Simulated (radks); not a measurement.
Spherical quantum dot in the effective-mass picture: electrons in a well V = -V0 / (1 + exp((r - R)/a)) with V0 = 4.16, R = 12.6, a = 0.67, all in effective atomic units (hartree* = m*/eps^2 hartree, bohr* = eps/m* bohr), one dielectric constant everywhere. Method: non-relativistic Kohn-Sham, LDA (Slater exchange, Perdew-Wang correlation), spin-polarised, spherical densities; computed with a radial shooting solver with Libxc functionals. Levels are named by radial order and angular momentum (1s, 1p, 1d, 2s, ...), and open shells are averaged over m. Results are scaled to m* = 0.211 and eps = 7.5, for which hartree* = 102.1 meV and bohr* = 1.881 nm. Each electron was tried in the lowest free levels, single moves between levels near the top were tried too, and the lowest total energy was kept; such a search can miss a lower state. At N = 1 the Hartree and exchange-correlation terms need not cancel, so that row can carry a self-interaction error.

| N | open shells | 2S | E (meV) | mu = E(N) - E(N-1) (meV) | addition energy mu(N+1) - mu(N) (meV) | e(HOMO) (meV) | rms radius (nm) |
|---|---|---|---|---|---|---|---|
| 1 | 1s(up 1, down 0) | 1 | -420.578 | -420.58 | 12.53 | -415.16 | 11.45 |
| 2 | none | 0 | -828.627 | -408.05 | 13.55 | -402.69 | 12.68 |
| 3 | 1p(up 1, down 0) | 1 | -1223.13 | -394.50 | 10.39 | -389.34 | 13.66 |
| 4 | 1p(up 2, down 0) | 2 | -1607.24 | -384.12 | 10.49 | -378.87 | 14.24 |
| 5 | 1p(up 3, down 0) | 3 | -1980.87 | -373.63 | 12.32 | -368.39 | 14.65 |
| 6 | 1p(up 3, down 1) | 2 | -2342.18 | -361.31 | 10.10 | -356.28 | 14.99 |
| 7 | 1p(up 3, down 2) | 1 | -2693.39 | -351.21 | 10.16 | -346.13 | 15.26 |
| 8 | none | 0 | -3034.44 | -341.05 | 13.46 | -335.97 | 15.49 |
| 9 | 1d(up 1, down 0) | 1 | -3362.03 | -327.59 | 9.969 | -322.60 | 15.73 |
| 10 | 1d(up 2, down 0) | 2 | -3679.65 | -317.62 | 9.966 | -312.63 | 15.93 |
| 11 | 1d(up 3, down 0) | 3 | -3987.30 | -307.65 | 9.952 | -302.67 | 16.10 |
| 12 | 1d(up 4, down 0) | 4 | -4285.00 | -297.70 | 9.933 | -292.73 | 16.26 |
| 13 | 1d(up 5, down 0) | 5 | -4572.77 | -287.77 | 11.80 | -282.81 | 16.40 |
| 14 | 1d(up 5, down 1) | 4 | -4848.73 | -275.97 | 9.737 | -271.10 | 16.52 |
| 15 | 1d(up 5, down 2) | 3 | -5114.96 | -266.23 | 9.741 | -261.36 | 16.64 |
| 16 | 1d(up 5, down 3) | 2 | -5371.45 | -256.49 | 9.736 | -251.62 | 16.75 |
| 17 | 1d(up 5, down 4) | 1 | -5618.20 | -246.75 | 9.726 | -241.89 | 16.85 |
| 18 | none | 0 | -5855.22 | -237.03 | 13.70 | -232.17 | 16.95 |
| 19 | 1f(up 1, down 0) | 1 | -6078.54 | -223.32 | 9.615 | -218.51 | 17.05 |
| 20 | 1f(up 2, down 0) | 2 | -6292.25 | -213.71 | 9.605 | -208.90 | 17.14 |
| 21 | 1f(up 3, down 0) | 3 | -6496.35 | -204.10 | 9.593 | -199.30 | 17.22 |
| 22 | 1f(up 4, down 0) | 4 | -6690.86 | -194.51 | 9.581 | -189.71 | 17.30 |
| 23 | 1f(up 5, down 0) | 5 | -6875.78 | -184.93 | 9.567 | -180.14 | 17.38 |
| 24 | 1f(up 6, down 0) | 6 | -7051.14 | -175.36 | 9.553 | -170.58 | 17.45 |
| 25 | 1f(up 7, down 0) | 7 | -7216.95 | -165.81 | 11.40 | -161.03 | 17.52 |
| 26 | 1f(up 7, down 1) | 6 | -7371.35 | -154.40 | 9.442 | -149.68 | 17.59 |
| 27 | 1f(up 7, down 2) | 5 | -7516.31 | -144.96 | 9.437 | -140.24 | 17.65 |
| 28 | 1f(up 7, down 3) | 4 | -7651.83 | -135.52 | 9.430 | -130.81 | 17.71 |
| 29 | 1f(up 7, down 4) | 3 | -7777.93 | -126.09 | 9.421 | -121.38 | 17.77 |
| 30 | 1f(up 7, down 5) | 2 | -7894.60 | -116.67 | 9.412 | -111.96 | 17.82 |
| 31 | 1f(up 7, down 6) | 1 | -8001.86 | -107.26 | 9.402 | -102.56 | 17.88 |
| 32 | none | 0 | -8099.72 | -97.857 | 14.06 | -93.160 | 17.93 |
| 33 | 1g(up 1, down 0) | 1 | -8183.51 | -83.797 | 9.331 | -79.130 | 17.98 |
| 34 | 1g(up 2, down 0) | 2 | -8257.98 | -74.465 | 9.323 | -69.802 | 18.03 |
| 35 | 1g(up 3, down 0) | 3 | -8323.12 | -65.143 | 9.314 | -60.484 | 18.08 |
| 36 | 1g(up 4, down 0) | 4 | -8378.95 | -55.829 | 9.304 | -51.175 | 18.13 |
| 37 | 1g(up 5, down 0) | 5 | -8425.47 | -46.524 | 9.295 | -41.875 | 18.18 |
| 38 | 1g(up 6, down 0) | 6 | -8462.70 | -37.229 | 9.285 | -32.585 | 18.22 |
| 39 | 1g(up 7, down 0) | 7 | -8490.65 | -27.944 | - | -23.305 | 18.27 |

All shells are closed at N = 2, 8, 18, 32 (there: 1s2 1p6 1d10 1f14); the second difference of the energy has clear peaks (12 % above both neighbours; the first and last values, which can be the largest, are not judged, and half-filled shells can peak too) at N = 5, 8, 13, 18, 25, 32.
